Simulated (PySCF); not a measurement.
Species: C5H5F3O2.
Numbering: `[F:1][C:2]([F:3])([F:4])[O:5][C:6]1=[CH:7][O:8][CH2:9][CH2:10]1` (hydrogens: H11 on C7; H12, H13 on C9; H14, H15 on C10)

Geometry (PBE0-D3(BJ)/def2-SVP, Å), atoms numbered from 1 in this order:
```xyz
15
C5H5F3O2 angstrom
F      3.2361    1.5021   -0.4994
C      2.4014    0.5622   -0.1060
F      2.6304    0.3030    1.1837
F      2.6645   -0.5538   -0.7827
O      1.1510    1.0055   -0.3191
C      0.0860    0.1927   -0.0186
C      0.0211   -0.9655    0.6453
O     -1.2310   -1.4755    0.7181
C     -2.1225   -0.5484    0.0836
C     -1.2700    0.5954   -0.4981
H      0.8047   -1.5539    1.1189
H     -2.6867   -1.0938   -0.6875
H     -2.8371   -0.1904    0.8411
H     -1.5637    1.5855   -0.1121
H     -1.3102    0.6511   -1.5993
```

Level: PBE0/pcSseg-1 and CAM-B3LYP/def2-SVPD in PySCF, non-relativistic, on one gas-phase PBE0-D3(BJ)/def2-SVP geometry that isn't relaxed in the solvent. The solvent is an IEF-PCM continuum (Bondi radii, 1.10 Å for H, scaled by 1.2). Only the electrostatic response of the medium enters.

Gas phase at PBE0/pcSseg-1: HOMO -6.20 eV, LUMO 0.56 eV, dipole 2.16 D.

What does the continuum do to the energy, the frontier levels and the dipole at PBE0/pcSseg-1 in cyclohexane and acetone?

```tsv
solvent	ε	E(solvent) − E(gas) (kcal/mol)	polarisation term (kcal/mol)	distortion of the solute (kcal/mol)	HOMO (eV)	LUMO (eV)	dipole (D)
cyclohexane	2.017	-1.58	-1.65	0.07	-6.14	0.64	2.35
acetone	20.49	-3.73	-4.10	0.37	-6.11	0.71	2.57
```

The polarisation term is half the interaction of the solute with the surface charges that it induces; the rest is the cost of distorting the solute's density. The sum is the electrostatic part of solvation alone. From cyclohexane to acetone the lowering changes by a factor 2.36, Onsager's factor (ε − 1)/(2ε + 1) by 2.30 and ε itself by 10.2.

Which radius a makes the point-dipole formula ΔE = −[(ε − 1)/(2ε + 1)]·μ²/a³ give the value in acetone, with the gas-phase dipole?

μ = 0.852 au and |ΔE| = 0.00595 Eh give a = 2.03 Å; the farthest nucleus lies 3.60 Å from the centroid of the nuclei, so such a sphere wouldn't even hold the nuclei. The formula assumes a rigid point dipole at the centre of a sphere.

Give the dipole vector in the frame of the coordinates (D, pointing from negative to positive charge), gas and acetone.

Gas (-2.07, 0.40, -0.47), solvent (-2.43, 0.58, -0.62). Its length changes by +19 % and its direction by 3°.

Which Hirshfeld charges (PBE0/pcSseg-1) respond most in acetone (means over atoms taken as equivalent)?

```json
{"atoms": "O8", "environment": "cyclic ether oxygen", "gas (e)": "-0.129", "solvent (e)": "-0.144", "change": "-0.015"}
{"atoms": "C7", "environment": "vinylic carbon bearing oxygen", "gas (e)": "-0.013", "solvent (e)": "-0.020", "change": "-0.007"}
{"atoms": "H14/H15", "environment": "methylene hydrogen", "gas (e)": "+0.047", "solvent (e)": "+0.054", "change": "+0.007"}
{"atoms": "H12/H13", "environment": "methylene hydrogen", "gas (e)": "+0.049", "solvent (e)": "+0.055", "change": "+0.006"}
{"atoms": "H11", "environment": "vinylic hydrogen", "gas (e)": "+0.057", "solvent (e)": "+0.061", "change": "+0.004"}
{"atoms": "O5", "environment": "ether oxygen", "gas (e)": "-0.126", "solvent (e)": "-0.129", "change": "-0.003"}
{"atoms": "C10", "environment": "allylic carbon", "gas (e)": "-0.075", "solvent (e)": "-0.072", "change": "+0.003"}
{"atoms": "F1/F3/F4", "environment": "fluorine of a CF3 group", "gas (e)": "-0.088", "solvent (e)": "-0.090", "change": "-0.002"}
{"atoms": "C9", "environment": "sp3 carbon bound to oxygen", "gas (e)": "+0.019", "solvent (e)": "+0.021", "change": "+0.002"}
{"atoms": "C6", "environment": "vinylic carbon bearing oxygen", "gas (e)": "+0.018", "solvent (e)": "+0.017", "change": "-0.001"}
{"atoms": "C2", "environment": "CF3 carbon", "gas (e)": "+0.318", "solvent (e)": "+0.318", "change": "0.000"}
```

Which Mayer bond orders change most in acetone?

```
  bond  length (Å)    gas  solvent  change
 O8–C9       1.434  0.884    0.867  -0.017
 O5–C6       1.373  0.908    0.898  -0.010
 C6–C7       1.337  1.734    1.739  +0.005
 F1–C2       1.317  1.079    1.074  -0.005
 C2–O5       1.344  1.060    1.065  +0.005
 C2–F4       1.331  1.020    1.017  -0.003
 C7–O8       1.354  1.012    1.009  -0.003
C7–H11       1.088  0.961    0.958  -0.003
```

How do the nuclear quadrupole coupling constants eQVzz/h respond in acetone?

```csv
nucleus,Q (barn),gas (MHz),solvent (MHz),η gas,η solvent
17O at O5,-0.0256,-11.87,-11.83,0.72,0.73
17O at O8,-0.0256,-11.58,-11.38,0.91,0.92
```

Gas phase at CAM-B3LYP/def2-SVPD: HOMO -7.63 eV, LUMO 1.17 eV, dipole 2.26 D.

What does the continuum do to the energy, the frontier levels and the dipole at CAM-B3LYP/def2-SVPD in cyclohexane and acetone?

```
    solvent      ε  E(solvent) − E(gas) (kcal/mol)  polarisation term (kcal/mol)  distortion of the solute (kcal/mol)  HOMO (eV)  LUMO (eV)  dipole (D)
cyclohexane  2.017                           -1.59                         -1.67                                 0.08      -7.55       1.28        2.47
    acetone  20.49                           -3.77                         -4.22                                 0.45      -7.49       1.33        2.72
```

The atom shares or the degeneracy of the LUMO differ from the gas phase in acetone, so that column needn't follow one orbital.

How does the static polarisability (CAM-B3LYP/def2-SVPD, frozen core, with the continuum's full static response) change?

```
     medium  isotropic (au)  principal values (au)  ⟨r²⟩ of the electrons (bohr²)
        gas            66.4       52.5, 68.4, 78.3                         1499.5
cyclohexane            73.2       57.9, 76.4, 85.3                         1499.3
    acetone            84.9       69.1, 88.9, 96.6                         1499.1
```

The isotropic value in acetone is 1.28 times the gas-phase one; no cavity-field correction is applied. ⟨r²⟩ is taken about the centre of nuclear charge.

The run took 27 s of wall time on one thread, x86-64 server, on a shared host. This is the whole shielding run at PBE0/pcSseg-1 in acetone, SCF included.
